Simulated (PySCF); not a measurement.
Ni²⁺ (nickel, charge +2) across methods

[Ar] 3d8, high-spin 3F determinant. All numbers are calculated (PySCF 2.14, scalar relativity by spin-free X2C-1e, in x2c-QZVPPall with one added diffuse shell each of s, p, d, f, g type (12s8p7d5f3g, 133 functions)).

| method | E (hartree) | mean ε 3p β (eV) | mean ε 3d α (eV) | mean ε 3d β (eV) | Σ⟨r²⟩ (bohr²) | ⟨S²⟩ |
| --- | --- | --- | --- | --- | --- | --- |
| UHF | -1518.28388 | -106.10 | -39.334 | -36.747 | 15.31 | 2.003 |
| PBE | -1519.389 | -89.581 | -29.253 | -27.604 | 15.85 | 2.001 |
| PW91 | -1519.770 | -89.675 | -29.347 | -27.731 | 15.84 | 2.001 |
| PBEsol | -1518.066 | -89.465 | -29.245 | -27.487 | 15.83 | 2.001 |
| LDA | -1516.838 | -89.713 | -29.585 | -27.758 | 15.85 | 2.001 |
| B3LYP | -1519.681 | -93.228 | -31.556 | -29.834 | 15.75 | 2.001 |
| r2SCAN | -1519.617 | -90.912 | -29.483 | -27.873 | 15.65 | 2.001 |

(1) Estimate the same row for PBE0.

## Answers

(1) E (hartree) = -1519.411; mean ε 3p β (eV) = -94.003; mean ε 3d α (eV) = -31.958; mean ε 3d β (eV) = -30.104; Σ⟨r²⟩ (bohr²) = 15.65; ⟨S²⟩ = 2.001.
